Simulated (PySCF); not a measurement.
**Working out the ionisation energy of Se**

Se [Ar] 3d10 4s2 4p4 (3P) → Se⁺ [Ar] 3d10 4s2 4p3 (4S). Calculation: PySCF 2.14, in cc-pVTZ-PP with ECP10MDF (5s4p3d1f, 39 functions); scalar relativity through the core potential. Frozen: 3s2 3p6 3d10. Energies in hartree (1 hartree = 27.21139 eV):

```
            part   Se (lower)  Se⁺ (upper)
             UHF  -371.862196  -371.548045
CCSD correlation    -0.118931    -0.090183
             (T)    -0.003572    -0.002538
```

Q: What does Hartree-Fock give?

A: (-371.548045) − (-371.862196) = 0.314151 hartree = 8.548 eV.

Q: What do CCSD and CCSD(T) give?

A: The CCSD correlation energies differ by 0.028748 hartree = 0.782 eV and the triples by 0.001034 hartree = 0.028 eV, so CCSD gives 9.330 eV and CCSD(T) 9.358 eV.

Measured between the centres of the two terms (NIST): 9.635 eV, so CCSD(T) (valence) is off by -0.277 eV.

What remains against the reference includes basis incompleteness, the frozen core and higher excitations.
